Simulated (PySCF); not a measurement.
C3H3N2, SMILES [c]1cnc[nH]1, multiplicity 2. Atoms are numbered in the order given.

```xyz
8

C      1.1774     0.1927     0.0000
C      0.2389     1.1923     0.0000
N     -1.0040     0.5925     0.0000
C     -0.8115    -0.7094     0.0000
N      0.5240    -1.0104     0.0000
H      0.3703     2.2713     0.0000
H     -1.5916    -1.4708     0.0000
H      0.9522    -1.9284     0.0000
```
Charge 0, spin multiplicity 2.

The structure is a stationary point at B3LYP-D3(BJ)/def2-SVP. The isomer is the one that the SMILES or the coordinates give; other isomers of the formula were not compared.

Calculation: PBE0/pcH-1 (PySCF).

Unrestricted Kohn–Sham, ⟨S²⟩ = 0.761. Hyperfine tensors hold the contact and dipolar terms, without spin-orbit corrections.

Question: Estimate the hyperfine couplings. (The exact figures need the calculation; the answer reports its results.)

Answer: 
```csv
nucleus,A(iso) (MHz),A(iso) (G),dipolar principal values (MHz)
13C no. 1,527.9,188.4,"-76.5, -52.3, 128.8"
13C no. 2,31.5,11.2,"-21.0, -2.1, 23.1"
14N no. 3,-3.3,-1.2,"-6.0, -4.3, 10.3"
13C no. 4,59.0,21.1,"-10.1, 0.4, 9.6"
14N no. 5,24.5,8.8,"-3.0, -1.0, 4.0"
1H no. 6,0.7,0.3,"-6.5, -3.9, 10.4"
1H no. 7,5.3,1.9,"-3.5, 0.0, 3.5"
1H no. 8,6.2,2.2,"-7.2, -6.4, 13.6"
```

Question: And the g tensor (effective nuclear charges for spin-orbit coupling, GIAO)? (An estimate is asked for; the answer gives what the named calculation found.)

Answer: principal values 2.0014, 2.0022, 2.0026; isotropic 2.0021.
